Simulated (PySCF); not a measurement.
Vertical excitations of a molecule C3H4ClFSi from PySCF with TDA-PBE/def2-SVPD, as energy in eV (oscillator strength): 4.57 (0.001), 5.01 (0.000), 5.32 (0.000), 5.36 (0.001), 5.71 (0.003), 6.18 (0.063), 6.30 (0.016), 6.34 (0.106), 6.51 (0.001), 6.56 (0.137). Lowest triplet (TDA): 3.89 eV. Geometry: B3LYP-D3(BJ)/def2-SVP. The values are those of a single conformer.

Question: Pick the molecule that these values belong to.
(A) F[C@H]1[SiH2]C=C1Cl
(B) FC=C=C([SiH3])Cl
(C) FC(Cl)=C=C[SiH3]
(D) F[C@@H]1C=C(Cl)[SiH2]1

Answer: B, FC=C=C([SiH3])Cl
